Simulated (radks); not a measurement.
Excited configurations of Pd I: one electron is placed in a higher orbital outside [Kr] 4d9. The ground configuration is [Kr] 4d10. All-electron calculation, scalar-relativistic Kohn-Sham, BLYP, spin-unpolarised, spherical densities, point nucleus. Program: a radial shooting solver on a logarithmic mesh with Libxc functionals. Excitation = E - E(ground); binding = E(ion) - E, where the ion is the core of charge +1; n* = 1/sqrt(2 binding) in atomic units, and the quantum defect is n - n*.

| outer orbital | excitation (eV) | binding (eV) | n* | quantum defect | <r> (bohr) |
|---|---|---|---|---|---|
| 5s | 1.363 | 7.715 | 1.328 | 3.672 | 3.231 |
| 5p | 5.132 | 3.946 | 1.857 | 3.143 | 4.735 |
| 5d | 7.603 | 1.475 | 3.037 | 1.963 | 10.55 |
| 6p | 7.333 | 1.745 | 2.793 | 3.207 | 11.18 |

The Delta-SCF ionisation energy is 9.078 eV (NIST Atomic Spectra Database: 8.337 eV, measured). Self-interaction in the functional shifts the binding energies and quantum defects, so they are the method's values and not measured ones. Spin polarisation and multiplet splitting are left out, so open shells lie too high by an amount that depends on their filling.

Beside tabulated values, note that spin-unpolarised runs miss the spin-polarisation part of the exchange energy of open shells.
